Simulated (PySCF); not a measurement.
## Ionising CaIn

PBE; PySCF, scalar-relativistic core potentials, basis sets Ca def2-SVPD, In def2-SVPD with ECP28. Neutral (UKS): doublet (π ↑), Re = 3.256 Å, ωe = 134 cm⁻¹, De = 0.75 eV, HOMO -2.98 eV, LUMO -2.82 eV.

CaIn⁺ (UKS): singlet (closed shell), Re = 3.650 Å, ωe = 105 cm⁻¹, De = 1.35 eV to Ca + In⁺. The energies at the minima are -867.38220 hartree for CaIn and -867.19926 for CaIn⁺.

Question: Work out the adiabatic ionisation energy, without and with harmonic zero-point energies (1 hartree = 27.2114 eV, 1 eV = 8065.5 cm⁻¹), and the change of the bond length.

Answer: At PBE: 0.18294 hartree = 4.978 eV between the minima; the zero-point term (105.0 − 134.0)/2 cm⁻¹ = -0.002 eV makes it 4.976 eV. Re changes by +39.4 pm against the neutral. The electron leaves a π orbital, and the longer bond of the ion fits a bonding orbital, or a change in how ionic the bond is.

CaIn⁻ (UKS): triplet (π ↑↑), Re = 3.079 Å, ωe = 155 cm⁻¹, De = 1.60 eV to Ca + In⁻. The energies at the minima are -867.38220 hartree for CaIn and -867.41875 for CaIn⁻.

Question: Work out the adiabatic electron affinity, without and with harmonic zero-point energies (1 hartree = 27.2114 eV, 1 eV = 8065.5 cm⁻¹), and the change of the bond length.

Answer: At PBE: 0.03655 hartree = 0.995 eV between the minima; the zero-point term (134.0 − 155.0)/2 cm⁻¹ = -0.001 eV makes it 0.993 eV. Re changes by -17.7 pm against the neutral. The electron enters a π orbital; the charge polarises the partner, so the anion is bound more strongly.

Closed-shell solutions of metal pairs were not tested for spin polarisation, which can lower them a little. Spin–orbit coupling is left out, which matters for elements this heavy, above all for dissociation energies. For an ion De counts to the pair picked by the measured ionisation energies or electron affinities, which need not be the lowest pair at this level. The highest Kohn–Sham level is positive in this anion. Much of that is self-interaction error, but it also means that the finite basis helps to hold the extra electron. States were picked by a PBE0 search and need not be the measured ground states.
